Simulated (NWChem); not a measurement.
**Correlation energy of H₃P₂**

```xyz
5

P      0.9659    -0.4312     0.4281
P     -0.8888     0.3141    -0.4696
H      1.6893     0.7336     0.0101
H     -1.0635     1.5031     0.3047
H     -1.7821    -0.4807     0.3079
```
Charge 0, spin multiplicity 2.

Program: NWChem. All single points use one geometry, from UPBE0/def2-SVP, a minimum by its harmonic frequencies. It is one conformer; others weren't searched.

Basis set: 6-311G**. Each correlation energy counts from its own Hartree-Fock reference.

The correlated methods keep 10 core orbitals frozen. The Pople sets run with spherical d functions. The structure started from a generated list of species. No SCF solution was tested for a lower state. Open-shell Hartree-Fock references start from PBE0 orbitals. Coupled-cluster values serve here as a point of comparison, not as the truth.

Problem. One of these methods gave a correlation energy of -271.4 mHa. Which?
A) CCSD on UHF
B) SCS-UMP2
C) CCSD[T] on UHF
D) CCSD[T] on ROHF

Solution. C, CCSD[T] on UHF. The others give -275.8 (CCSD[T] on ROHF), -262.7 (CCSD on UHF), -228.7 (SCS-UMP2).
